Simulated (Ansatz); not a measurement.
System: CH4FSi, net charge -1, singlet state. It need not be the lowest isomer of its formula. Whether it binds its extra electron was not tested at this geometry. 
Coordinates optimised at B3LYP-D3(BJ)/def2-TZVP (Ansatz, a first-principles code):
```
C
H 1 1.0963
H 1 1.0971 2 107.96
H 1 1.0983 2 107.14 3 -116.18
Si 1 1.9659 2 111.14 4 -119.77
F 5 1.7111 1 97.35 2 -77.33
H 5 1.5615 6 97.07 1 94.87
```
Charge -1, spin multiplicity 1.

Basis-set convergence of Hartree-Fock and CCSD correlation energies (hartree) with Ansatz. Correlated levels leave the core frozen unless marked. Spin-orbit coupling is left out. No relativistic terms.

| basis | functions | E(HF) | E(corr, CCSD) |
|---|---|---|---|
| aug-cc-pV(D+d)Z | 114 | -428.62201 | -0.51405 |
| aug-cc-pV(T+d)Z | 239 | ? | ? |

### Question
What belongs in the gaps?

### Answer

- aug-cc-pV(T+d)Z, E(HF): -428.67217
- aug-cc-pV(T+d)Z, E(corr, CCSD): -0.61274
